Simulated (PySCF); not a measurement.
**Working out the excitation energy of Xe⁺**

Xe⁺ [Kr] 4d10 5s2 5p5 (2P) → Xe⁺ [Kr] 4d10 5s1 5p6 (2S). Computed with PySCF 2.14 in x2c-TZVPPall, with scalar relativity by spin-free X2C-1e. Frozen: [Kr] 4d10. Energies in hartree (1 hartree = 27.21139 eV):

| part | Xe⁺ (lower) | Xe⁺ (upper) |
| --- | --- | --- |
| UHF | -7443.041000 | -7442.493665 |
| CCSD correlation | -0.121751 | -0.242067 |
| (T) | -0.002955 | -0.027456 |

Q: What does Hartree-Fock give?

A: (-7442.493665) − (-7443.041000) = 0.547335 hartree = 14.894 eV.

Q: What do CCSD and CCSD(T) give?

A: The CCSD correlation energies differ by -0.120316 hartree = -3.274 eV and the triples by -0.024501 hartree = -0.667 eV, so CCSD gives 11.620 eV and CCSD(T) 10.953 eV.

Measured between the centres of the two terms (NIST): 10.831 eV, so CCSD(T) (valence) is off by 0.122 eV.

The coupled-cluster amplitudes are large, so a single reference is strained.

What remains against the reference includes basis incompleteness, the frozen core and higher excitations.
